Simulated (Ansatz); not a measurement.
Consider the formal exchange of groups at a B–Al bond: `[BH2][AlH][BH]O` + `CCC(C)=O` → `BCC(C)=O` + `[CH3][AlH][BH]O`.

Program: Ansatz. Geometries: PBE0-D4/def2-TZVP. ΔE: electronic, gas phase. CCSD(T)/CBS adds triple-zeta CCSD(T) − MP2 to the extrapolated MP2 energy (def2 sets, frozen cores). DFT in def2-TZVPP. B3LYP here is the variant with VWN-RPA as its local correlation; programs differ in this. One conformer a species, not always the lowest.

`[BH2][AlH][BH]O`:

Z-matrix (Å, degrees):
```
B
Al 1 2.113
H 1 1.201 2 122.9
H 1 1.202 2 123.0 3 178.5
B 2 2.153 1 122.9 3 -91.7
H 2 1.602 1 118.1 3 90.7
O 5 1.357 2 119.3 1 87.2
H 5 1.212 2 123.3 1 -92.5
H 7 0.962 5 113.8 2 179.7
```

`CCC(C)=O`:

Z-matrix (Å, degrees):
```
C
C 1 1.513
H 1 1.092 2 110.8
H 1 1.091 2 110.9 3 120.5
H 1 1.091 2 110.9 3 -120.6
C 2 1.511 1 113.8 3 179.9
H 2 1.097 1 111.4 3 58.3
H 2 1.097 1 111.4 3 -58.3
O 6 1.206 2 122.0 1 -1.0
C 6 1.506 2 116.3 1 178.9
H 10 1.088 6 110.1 2 178.1
H 10 1.094 6 110.1 2 -60.9
H 10 1.094 6 110.4 2 56.7
```

`BCC(C)=O`:

Z-matrix (Å, degrees):
```
C
C 1 1.504
B 1 1.557 2 115.3
H 1 1.107 2 109.6 3 112.7
H 1 1.092 2 110.4 3 -129.5
O 2 1.206 1 120.9 3 105.1
C 2 1.505 1 117.0 3 -74.4
H 3 1.195 1 119.8 2 -157.3
H 3 1.197 1 121.1 2 26.1
H 7 1.088 2 110.1 1 168.5
H 7 1.095 2 109.0 1 -71.9
H 7 1.092 2 111.2 1 46.0
```

`[CH3][AlH][BH]O`:

Cartesian coordinates in Å:
```
C 1.055 0.579 -1.183
Al 0.665 -0.659 0.290
B -1.253 -0.582 1.307
O -2.217 0.303 0.946
H 1.270 0.021 -2.102
H 0.258 1.292 -1.414
H 1.960 1.159 -0.966
H 1.811 -1.699 0.681
H -1.581 -1.290 2.225
H -1.969 0.875 0.215
```

```
           level  ΔE (kJ/mol)  difference from CCSD(T)/CBS
          B97M-V        -69.8                         -1.0
         PBE0-D4        -65.0                          3.8
        B3LYP-D4        -68.6                          0.2
        BHLYP-D4        -68.3                          0.5
         ωB97X-V        -66.7                          2.1
         ωB97M-V        -74.3                         -5.5
          revPBE        -62.1                          6.7
          r2SCAN        -70.2                         -1.4
           B3LYP        -67.3                          1.5
           BHLYP        -67.1                          1.7
       CAM-B3LYP        -69.7                         -0.9
   CCSD/def2-SVP        -50.3                         18.5
CCSD(T)/def2-SVP        -51.0                         17.8
  MP2/def2-QZVPP        -78.1                         -9.3
    HF/CBS(def2)        -61.7                          7.1
   MP2/CBS(def2)        -79.1                        -10.3
     CCSD(T)/CBS        -68.8                            0
```

Largest T1 diagnostic among the species: 0.014.

At CCSD(T), def2-SVP lies +17.9 kJ/mol from the extrapolated value and def2-TZVPP +2.9 kJ/mol. In def2-TZVPP, CCSD(T) changes the Hartree–Fock value by −5.2 kJ/mol (the triples alone add −1.7 kJ/mol) and MP2 by −15.4 kJ/mol. Leaving LDA and LC-ωPBE aside and taking each functional with its dispersion term where it has one, the values, not all of them listed here, spread over 12.0 kJ/mol, from ωB97M-V to revPBE-D4.
